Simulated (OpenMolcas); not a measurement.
**Fe4+: effect of the basis set**

```json
{
  "Program": "OpenMolcas 26.06",
  "Method": "CASSCF",
  "Active space": "4 electrons in 5 orbitals (3d)",
  "State averaging": "2S+1 = 5 even, 5 roots; 2S+1 = 3 even, 45 roots; 2S+1 = 1 even, 50 roots",
  "Spin-orbit coupling": "RASSI with atomic mean-field integrals over the reference wave functions, term energies averaged over their components"
}
```

A. ANO-RCC-VDZP [5s4p2d1f], DKH2, point nucleus; cost roughly 17 core-seconds
B. ANO-L-VTZP [6s5p3d2f1g], non-relativistic, point nucleus; cost about 23 core-seconds
C. ANO-RCC-VTZP [6s5p3d2f1g], DKH2, point nucleus; cost of the order of 21 core-seconds
D. ANO-R2 [6s5p4d2f1g], X2C, finite nucleus; cost about 40 core-seconds
E. ANO-RCC-VQZP [7s6p4d3f2g1h], DKH2, point nucleus; cost of the order of 24 core-seconds
F. ANO-R3 [7s5p5d3f2g1h], X2C, finite nucleus; cost about 28 core-seconds

Energies in cm-1 above 3d4 5D0, the measured ground level; measured values from Corliss and Sugar, J. Phys. Chem. Ref. Data 11, 135 (1982).

```csv
Level,A,B,C,D,E,F,Measured
3d4 5D0,0.0,0.0,0.0,0.0,0.0,0.0,0.0
3d4 5D1,151,155,151,144,144,147,142
3d4 5D2,443,457,446,425,425,432,417
3d4 5D3,863,890,869,830,831,844,803
3d4 5D4,1397,1438,1406,1345,1345,1366,1283
3d4 3H4,27059,27060,27122,27233,27336,27270,24932
3d4 3H5,27376,27386,27439,27537,27639,27580,25226
3d4 3H6,27726,27744,27790,27874,27975,27922,25528
3d4 3P0(1),28912,28873,28975,29152,29277,29175,24055
3d4 3P1(1),29802,29786,29866,30008,30130,30045,24973
3d4 3F2(1),31179,31177,31244,31364,31485,31411,26761
3d4 3F3(1),31256,31254,31322,31442,31563,31488,26842
3d4 3P2(1),31364,31384,31430,31517,31635,31577,26468
3d4 3F4(1),31414,31415,31480,31595,31716,31643,26974
3d4 3G3,34150,34155,34217,34329,34456,34383,29817
3d4 3G4,34525,34539,34593,34691,34817,34750,30147
3d4 3G5,34817,34836,34885,34974,35100,35037,30430
3d4 1I6,40775,40773,40856,41004,41163,41068,37512
3d4 1G4(1),43061,43053,43141,43297,43472,43367,36586
3d4 3D3,44043,44043,44116,44247,44410,44317,36630
3d4 3D2,44161,44163,44235,44361,44525,44433,36758
3d4 3D1,44305,44312,44379,44498,44661,44573,36925
3d4 1S0(1),49928,49903,50007,50188,50397,50268,39633
3d4 1D2(1),53331,53308,53408,53583,53798,53670,46291
```

Deviations, from unrounded energies. A percentage is the sum of absolute deviations over the sum of measured energies, with the sign that they share, or ± where signs differ.

```csv
Against measurement,Levels,A,B,C,D,E,F
mean absolute deviation (cm-1),23,4200,4200,4300,4400,4500,4400
fine structure of the ground term (%),4,+7.9,+11.2,+8.6,+3.8,+3.8,+5.4
other terms of the ground configuration (%),19,+16.3,+16.3,+16.5,+16.9,+17.4,+17.1
```

A, B, C, D, F lie about equally close to measurement and E furthest from it. The largest miss of A in the table is 3d4 1S0(1), by +10000 cm-1. The ranking rests on the paired levels alone, and a cruder setting can come out closer through cancelling errors.

Among A to F the level of the table that moves most is 3d4 1S0(1), by 490 cm-1 (lowest in B, highest in E).

Without dynamic correlation excited terms often stand tens of per cent too high (terms of higher spin than the ground term too low), and those without a measured partner can miss by more than the paired ones. The basis is small and was not contracted for so high a charge (holds for A). Computed and measured levels are paired by configuration, term and J; levels that our copy of the source lacks, or whose pairing is in doubt (as where it misses far off the trend of its configuration), stay unpaired and out of the deviations. Only configurations of the active space appear. The table leaves out levels that lie high or whose names do not pair safely across all columns.

A number in round brackets counts repeated terms of one configuration in the order of the reference energies.
